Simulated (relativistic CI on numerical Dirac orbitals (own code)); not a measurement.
Radial parameters of Pt³³⁺

These numbers are calculated, not measured: Dirac-Coulomb-Breit CI, separate exchange-only KLI orbitals for each configuration, QED by a radiative potential, unscaled Slater integrals (own radial code, finite nucleus).

Slater integrals F^k, G^k are unscaled and averaged over j, outside the closed core [Ar] 3d10; ζ comes from projecting the Hamiltonian with its Breit term on Σ l·s of the shell.

- 4s²4p⁶4d⁹: ζ(4d) = 71306 cm⁻¹; <r>(4d) = 0.4088, <r^2>(4d) = 0.1911 (bohr units).
- 4s²4p⁶4d⁸4f: F^2(4d,4d) = 245660, F^4(4d,4d) = 167000, ζ(4d) = 71245, F^2(4d,4f) = 246380, F^4(4d,4f) = 160460, G^1(4d,4f) = 256190, G^3(4d,4f) = 175860, G^5(4d,4f) = 128990, ζ(4f) = 12705 cm⁻¹; <r>(4d) = 0.409, <r^2>(4d) = 0.1914, <r>(4f) = 0.3871, <r^2>(4f) = 0.1707 (bohr units).
- 4s²4p⁵4d¹⁰: ζ(4p) = 591280 cm⁻¹; <r>(4p) = 0.4037, <r^2>(4p) = 0.1846 (bohr units).

Give the Racah parameters of the d shell in 4s²4p⁶4d⁸4f.

B = F²/49 − 5F⁴/441 = 3120 cm⁻¹ and C = 35F⁴/441 = 13254 cm⁻¹.

Averages of the first 10 configurations, taken without configuration mixing, which lowers the lowest level and can move excited configurations by several eV; other configurations of the list can lie among them:

```tsv
Configuration	Parity	States	Average energy above the lowest level (eV)
4s²4p⁶4d⁹	even	10	10.6
4s²4p⁶4d⁸4f	odd	630	242.3
4s²4p⁵4d¹⁰	odd	6	257.3
4s4p⁶4d¹⁰	even	2	450.1
4s²4p⁵4d⁹4f	even	840	486.4
4s4p⁶4d⁹4f	odd	280	679.5
4s²4p⁶4d⁸5s	even	90	469.2
4s²4p⁶4d⁷4f5s	odd	3360	700.8
4s²4p⁶4d⁸5p	odd	270	547.8
4s²4p⁶4d⁸5d	even	450	648.2
```
